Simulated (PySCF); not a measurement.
CH3Cl2FOSi, SMILES CO[Si](F)(Cl)Cl. Coordinates come from a B3LYP-D3(BJ)/def2-SVP optimisation. One conformer was computed; it need not be the lowest.

Computed equilibrium geometry at B3LYP-D3(BJ)/def2-SVP (PySCF confirms it by a frequency run) as bond lengths and angles (one conformer of several):
Atoms: C1 O2 Si3 F4 Cl5 Cl6 H7 H8 H9. Bonds (Å): C1–O2 1.419, C1–H7 1.103, C1–H8 1.103, C1–H9 1.099, O2–Si3 1.626, Si3–F4 1.612, Si3–Cl5 2.034, Si3–Cl6 2.051. Bond angles (°): O2–C1–H7 111.2, O2–C1–H8 110.9, O2–C1–H9 108.0, H7–C1–H8 108.9, H7–C1–H9 108.9, H8–C1–H9 108.8, C1–O2–Si3 127.3, O2–Si3–F4 110.9, O2–Si3–Cl5 108.4, O2–Si3–Cl6 111.0, F4–Si3–Cl5 108.5, F4–Si3–Cl6 106.6, Cl5–Si3–Cl6 111.3.
Charge 0, spin multiplicity 1.
